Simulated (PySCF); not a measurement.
## Computed data sheet: `CC(=O)O[SiH2]n1cccc1`

Compound: C6H9NO2Si.
SMILES with atom numbers: `[CH3:1][C:2](=[O:3])[O:4][SiH2:5][n:6]1[cH:7][cH:8][cH:9][cH:10]1` (hydrogens: H11, H12, H13 on C1; H14, H15 on Si5; H16 on C7; H17 on C8; H18 on C9; H19 on C10)

Some functional groups and rings: pyrrole-type ring nitrogen and Si–H bond.

PBE0-D3(BJ)/def2-SVP geometry optimisation, gas phase (PySCF):

- Rotational constants A, B, C: 3.449, 0.579, 0.501 GHz

PBE0/def2-SVPD ground state, ΔSCF and vertical TDDFT (core frozen in the response) (PySCF):

- Dipole moment: 1.65 D
- HOMO energy: -6.28 eV
- LUMO energy: -0.40 eV
- HOMO–LUMO gap: 5.88 eV
- Lowest singlet excitation: 5.16 eV (240 nm, f = 0.006)
- Strongest line among the 10 lowest singlet transitions: S7 at 6.18 eV (201 nm, f = 0.105)
- Lowest triplet excitation (Tamm–Dancoff): 4.10 eV
- Static isotropic polarisability: 106.7 au
- Vertical ionisation energy: 8.19 eV
- Electronic spatial extent ⟨r²⟩ about the centre of nuclear charge: 2162 bohr²

**KT2/pcSseg-1 ground state and GIAO shieldings, non-relativistic (PySCF)**

- 13C chemical shifts (computed TMS as zero) by class: 166.6 (C2), 114.9 (C7/C10), 108.4 (C8/C9), 20.7 (C1) ppm
- 1H chemical shifts (computed TMS as zero) by class: 6.70 (H16/H19), 6.40 (H17/H18), 5.83 (H14/H15), 2.17 (H11/H12/H13) ppm
- Isotropic shieldings of nuclei other than C and H, by class: 100 (N6), -115 (O3), 117 (O4), 385 (Si5) ppm

Monoisotopic mass from the formula: 155.0403 u.

The largest Löwdin shares of the LUMO are 0.38 on C2, 0.29 on O3, 0.12 on O4 and 0.08 on C1. No computed singlet falls in the visible range (750 to 380 nm, 1.65 to 3.26 eV); S1 lies 1.90 eV above its blue end. With B = h/(8π²I), that is 505.379 GHz u Å² over I, the principal moments of inertia are 146.5, 872.4 and 1009.6 u Å² (most abundant isotopes); the inertial defect Ic − Ia − Ib is -9.3 u Å² (zero for a rigid planar frame, negative otherwise). In wavenumbers S1 is 41600 cm⁻¹ (1 eV = 8065.54 cm⁻¹). The ΔSCF ionisation energy exceeds −ε(HOMO) by 1.91 eV with PBE0.

 NMR classes are plain means over equivalent atoms (diastereotopic ones count apart unless rotation or inversion swaps them), as if these changed places fast; in this geometry the members of some classes differ.

Conformer computed: `[CH3:1][C:2](=[O:3])[O:4][SiH2:5][n:6]1[cH:7][cH:8][cH:9][cH:10]1`: C1–C2–O4–Si5 179°, C2–O4–Si5–N6 180°, O4–Si5–N6–C7 2°.

One conformer stands for the species.
